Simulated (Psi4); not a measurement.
H₂P, charge -1, singlet, geometry from GFN2-xTB (a gas-phase anion, which may not be bound at this level), with bond 3-1 at 3.0 times its length; HF/def2-SV(P) (Psi4).

Here is a job for Psi4.
```
memory 2 GB

molecule mol {
-1 1
  P    -0.001499    0.074311    0.082110
  H     0.970783   -0.554794   -0.600600
  H    -2.841894   -1.828222   -2.057357
}

set basis def2-sv(p)
set reference rhf
set stability_analysis check
set scf_type pk

energy('scf')
print_variables()
```

It wrote (shortened):

```
   => Loading Basis Set <=

    Name: DEF2-SV(P)
    Role: ORBITAL
    Keyword: BASIS

         ---------------------------------------------------------
                                   SCF
               by Justin Turney, Rob Parrish, Andy Simmonett
                          and Daniel G. A. Smith
                              RHF Reference
         ---------------------------------------------------------

  ==> Geometry <==

    Molecular point group: cs
    Full point group: Cs

    Geometry (in Angstrom), charge = -1, multiplicity = 1:

       Center              X                  Y                   Z               Mass
    ------------   -----------------  -----------------  -----------------  -----------------
         P           -0.115822652344    -0.057072918754     0.000000000000    30.973761998420
         H            0.812506359729    -1.029391579479     0.000000000000     1.007825032230
         H            2.747102851194     2.783429180768     0.000000000000     1.007825032230

  Running in cs symmetry.

  Rotational constants: A =      9.56627  B =      1.06015  C =      0.95438 [cm^-1]
  Rotational constants: A = 286789.64847  B =  31782.43145  C =  28611.64841 [MHz]
  Nuclear repulsion =    7.996549738117697

  Charge       = -1
  Multiplicity = 1
  Electrons    = 18
  Nalpha       = 9
  Nbeta        = 9

  ==> Algorithm <==

  SCF Algorithm Type is PK.
  DIIS enabled.
  MOM disabled.
  Fractional occupation disabled.
  Guess Type is SAD.
  Energy threshold   = 1.00e-06
  Density threshold  = 1.00e-06
  Integral threshold = 1.00e-12

  ==> Primary Basis <==

  Basis Set: DEF2-SV(P)
    Blend: DEF2-SV(P)
    Number of shells: 12
    Number of basis functions: 22
    Number of Cartesian functions: 23
    Spherical Harmonics?: true
    Max angular momentum: 2

  ==> Integral Setup <==

  Using in-core PK algorithm.
   Calculation information:
      Number of atoms:                   3
      Number of AO shells:              12
      Number of primitives:             26
      Number of atomic orbitals:        23
      Number of basis functions:        22

      Integral cutoff                 1.00e-12
      Number of threads:                 1

  Performing in-core PK
  Using 64262 doubles for integral storage.
  We computed 2976 shell quartets total.
  Whereas there are 3081 unique shell quartets.

  ==> DiskJK: Disk-Based J/K Matrices <==

    J tasked:                  Yes
    K tasked:                  Yes
    wK tasked:                  No
    Schwarz Cutoff:          1E-12

  Minimum eigenvalue in the overlap matrix is 4.4931198018E-02.
  Reciprocal condition number of the overlap matrix is 1.4359384394E-02.
    Using symmetric orthogonalization.

  ==> Pre-Iterations <==

  SCF Guess: Superposition of Atomic Densities via on-the-fly atomic UHF (no occupation information).

   -------------------------
    Irrep   Nso     Nmo
   -------------------------
     A'        17      17
     A"         5       5
   -------------------------
    Total      22      22
   -------------------------

  ==> Iterations <==

                        Total Energy        Delta E     RMS |[F,P]|

   @RHF iter SAD:  -340.96032619093091   -3.40960e+02   0.00000e+00
   @RHF iter   1:  -341.06922216837091   -1.08896e-01   2.53645e-02 DIIS/ADIIS
   @RHF iter   2:  -341.39589675748886   -3.26675e-01   2.35943e-02 DIIS/ADIIS
   @RHF iter   3:  -341.54249335076213   -1.46597e-01   8.17270e-03 DIIS/ADIIS
   @RHF iter   4:  -341.56580772878920   -2.33144e-02   7.99838e-04 DIIS/ADIIS
   @RHF iter   5:  -341.56634305085544   -5.35322e-04   2.35828e-04 DIIS/ADIIS
   @RHF iter   6:  -341.56639446972082   -5.14189e-05   8.13718e-05 DIIS
   @RHF iter   7:  -341.56640324557475   -8.77585e-06   3.01918e-05 DIIS
   @RHF iter   8:  -341.56640445830328   -1.21273e-06   5.28339e-06 DIIS
   @RHF iter   9:  -341.56640449095283   -3.26496e-08   8.77718e-07 DIIS
  Energy and wave function converged.

	Presorting SO-basis two-electron integrals.
	Sorting File: SO Ints (nn|nn) nbuckets = 1
	Constructing frozen core operators
	Starting first half-transformation.
	Sorting half-transformed integrals.
	First half integral transformation complete.
	Starting second half-transformation.
	Two-electron integral transformation complete.
	Starting first half-transformation.
	Sorting half-transformed integrals.
	First half integral transformation complete.
	Starting second half-transformation.
	Two-electron integral transformation complete.
    Lowest singlet (RHF->RHF) stability eigenvalues:
     App 0.012517        Ap 0.134602        Ap 0.180400       App 0.243973
      Ap 0.251640       App 0.437787        Ap 0.438104        Ap 0.446636
     App 0.535928       App 0.712132

    Lowest triplet (RHF->UHF) stability eigenvalues:
      Ap -0.099333      App -0.088908       Ap 0.037068       App 0.163146
      Ap 0.222494        Ap 0.240163        Ap 0.315423       App 0.331637
     App 0.472563       App 0.599798

  ==> Post-Iterations <==

    Orbital Energies [Eh]
    ---------------------

    Doubly Occupied:

       1Ap   -79.762080     2Ap    -7.332100     3Ap    -5.230488
       4Ap    -5.228890     1App   -5.224982     5Ap    -0.620384
       6Ap    -0.297771     2App   -0.142280     7Ap    -0.030686

    Virtual:

       8Ap     0.147756     9Ap     0.355082    10Ap     0.553462
      11Ap     0.669688    12Ap     0.912689     3App    0.931674
      13Ap     0.938513     4App    0.951688    14Ap     0.960874
       5App    0.962977    15Ap     1.019245    16Ap     1.061390
      17Ap     1.372207

    Final Occupation by Irrep:
             Ap   App
    DOCC [     7,    2 ]
    NA   [     7,    2 ]
    NB   [     7,    2 ]

  @RHF Final Energy:  -341.56640449095283

   => Energetics <=

    Nuclear Repulsion Energy =              7.9965497381176966
    One-Electron Energy =                -491.3866359797801806
    Two-Electron Energy =                 141.8236817507096532
    Total Energy =                       -341.5664044909527775

Computation Completed

Properties will be evaluated at   0.000000,   0.000000,   0.000000 [a0]

Properties computed using the SCF density matrix

 Multipole Moments:

 ------------------------------------------------------------------------------------
     Multipole            Electronic (a.u.)      Nuclear  (a.u.)        Total (a.u.)
 ------------------------------------------------------------------------------------

 L = 1.  Multiply by 2.5417464519 to convert [e a0] to [Debye]
 Dipole X            :         -7.1511069            3.4435901           -3.7075168
 Dipole Y            :         -5.8531971            1.6968679           -4.1563292
 Dipole Z            :          0.0000000            0.0000000            0.0000000
 Magnitude           :                                                    5.5696278

 ------------------------------------------------------------------------------------

  Variable Map:
  ----------------------------------------------------------------------------
  "CURRENT ENERGY"           =>    -341.566404490953
  "CURRENT REFERENCE ENERGY" =>    -341.566404490953
  "DD SOLVATION ENERGY"      =>       0.000000000000
  "HF KINETIC ENERGY"        =>     341.702326707198
  "HF POTENTIAL ENERGY"      =>    -683.268731198151
  "HF TOTAL ENERGY"          =>    -341.566404490953
  "HF VIRIAL RATIO"          =>       1.999602220396
  "NUCLEAR REPULSION ENERGY" =>       7.996549738118
  "ONE-ELECTRON ENERGY"      =>    -491.386635979780
  "PCM POLARIZATION ENERGY"  =>       0.000000000000
  "PE ENERGY"                =>       0.000000000000
  "SCF ITERATION ENERGY"     =>    -341.566404490953
  "SCF ITERATIONS"           =>       9.000000000000
  "SCF TOTAL ENERGY"         =>    -341.566404490953
  "TWO-ELECTRON ENERGY"      =>     141.823681750710

  Array Variable Map:
  ----------------------------------------------------------------------------
  "CURRENT DIPOLE"           =>      -3.707516791805 ... 0.000000000000 1 by 3
  "SCF DIPOLE"               =>      -3.707516791805 ... 0.000000000000 1 by 3
  "SCF TOTAL ENERGIES"       =>    -340.960326190931 ... -341.566404490953 1 by 10
```
